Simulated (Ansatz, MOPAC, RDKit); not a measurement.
Species: 2-silyloxyethoxysilane, C2H10O2Si2 (charge 0, singlet). SMILES: [SiH3]OCCO[SiH3]

Atoms: Si1, O2, C3, C4, O5, Si6, H7, H8, H9, H10, H11, H12, H13, H14, H15, H16. Bonds: Si1-O2, Si1-H7, Si1-H8, Si1-H9, O2-C3, C3-C4, C3-H10, C3-H11, C4-O5, C4-H12, C4-H13, O5-Si6, Si6-H14, Si6-H15, Si6-H16.

Bond lengths (Å) and angles (degrees) optimised at MMFF94 with RDKit; AM1 with MOPAC; HF/6-31G* with Ansatz (a first-principles code), each started from the B3LYP-D3(BJ)/def2-TZVP structure (Ansatz) of the last column. A row stands for all coordinates that are equal there; 9 of 15 kinds are shown. 6-31G* holds six Cartesian d functions. No wavenumbers were computed at MMFF94, HF/6-31G*, so these may be saddle points.

```tsv
coordinate	MMFF94	AM1	HF/6-31G*	B3LYP-D3(BJ)/def2-TZVP
Si1-O2	1.664	1.779	1.643	1.647
Si1-H7	1.483	1.457	1.477	1.485
Si1-H9	1.482	1.456	1.469	1.476
O2-C3	1.424	1.399	1.403	1.419
C3-C4	1.529	1.533	1.515	1.516
C3-H10	1.098	1.124	1.086	1.095
Si1-O2-C3	118.2	111.2	125.3	123.6
O2-C3-C4	109.1	106.9	108.0	108.1
O2-Si1-H7	109.0	110.8	110.8	110.8
```

Mean signed difference of all 15 bond lengths from B3LYP-D3(BJ)/def2-TZVP: MMFF94 0.005 Å, AM1 0.014 Å, HF/6-31G* -0.008 Å.
